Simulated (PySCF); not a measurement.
# Electron correlation in Hg⁵⁰⁺ (mercury, charge +50)

Starting occupation: [Ar] 3d10 4s2. Computed with PySCF 2.14 in an even-tempered Gaussian basis (18 s from 3.2 bohr⁻², ratio 2.6; 15 p from 4.1 bohr⁻², ratio 2.6; 10 d from 4.1 bohr⁻², ratio 2.6; 6 f from 4.2 bohr⁻², ratio 2.8), with X2C-1e with screened-nucleus spin-orbit coupling, Gaussian nucleus. Frozen: [Ar]; 12 electrons correlated; the 92 highest virtual spinors left out.

MP2 pair energies summed by pair of shells (mhartree):

| pair | energy | share (%) |
| --- | --- | --- |
| 3d3/2-3d5/2 | -190.00 | 35.1 |
| 3d5/2-3d5/2 | -134.20 | 24.8 |
| 4s1/2-4s1/2 | -65.20 | 12.0 |
| 3d3/2-3d3/2 | -57.94 | 10.7 |
| 3d5/2-4s1/2 | -57.41 | 10.6 |
| 3d3/2-4s1/2 | -36.91 | 6.8 |

Total MP2 correlation energy: -541.65 mhartree.

The virtual space was cut to 68 spinors, which keep -521.29 of the -541.65 mhartree of MP2 correlation.

| level | correlation energy (mhartree) |
| --- | --- |
| CCSD | -523.19 |
| (T) | -0.60 |
| CCSD(T) | -523.79 |

Diagnostics: T1 = 0.00011, largest double amplitude 0.062.

Question: Is a single reference adequate?

Answer: Yes: T1 lies below 0.03 and no double amplitude reaches 0.07.

The coupled-cluster values are those of the cut space; adding the MP2 remainder, -20.36 mhartree, estimates the full space.

At this charge the one-electron X2C treatment keeps the bare 1/r₁₂, with no two-electron picture change or Breit term. The effect here is smaller than on the frozen 1s shell.
